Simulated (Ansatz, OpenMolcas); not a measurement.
**How methods differ on Si4H10 (SMILES [SiH3][SiH]([SiH3])[SiH3])**

Si4H10 has 14 atoms, charge 0, and is taken as a singlet. SMILES: `[SiH3][SiH]([SiH3])[SiH3]`. The coordinates come from a PBE0-D4/def2-TZVP relaxation.

```xyz
14

Si   -1.5866    0.4498   -1.4682
Si   -0.4377   -0.0333    0.5091
Si    1.1240    1.6511    0.9411
Si    0.6600   -2.0859    0.2975
H    -2.5888   -0.6079   -1.7687
H    -2.2875    1.7581   -1.3657
H    -0.6156    0.5179   -2.5936
H    -1.4095   -0.1072    1.6393
H     2.0910    1.7223   -0.1875
H     1.8753    1.3664    2.1933
H     0.4526    2.9720    1.0755
H     1.4045   -2.4175    1.5422
H     1.6287   -2.0082   -0.8292
H    -0.3105   -3.1776    0.0150
```

Quantity: the vertical ionisation energy (to the doublet cation), in eV. The values are calculated.

```tsv
level	kind	program	value (eV)	CPU time (all runs)
BLYP/6-31G* (spherical functions)	GGA	Ansatz	9.26	60 s
revPBE/6-31G* (spherical functions)	GGA	Ansatz	9.41	61 s
B3LYP/6-31G* (spherical functions)	global hybrid	Ansatz	9.66	67 s
PBE0/6-31G* (spherical functions)	global hybrid	OpenMolcas	9.72	3.9 min
B2PLYP/6-31G* (spherical functions)	double hybrid	Ansatz	9.65	93 s
PBE-QIDH/6-31G* (spherical functions)	double hybrid	Ansatz	9.87	3.6 min
RPA@PBE0/6-31G* (spherical functions)	RPA	Ansatz	9.47	79 s
BCCD(T)/6-31G* (spherical functions)	coupled cluster or CI	Ansatz	9.52	92 s
```

The values span 9.26 to 9.87 eV. Times are those of the runs behind each value, whatever else they computed, on shared processors of several kinds: orders of magnitude only.
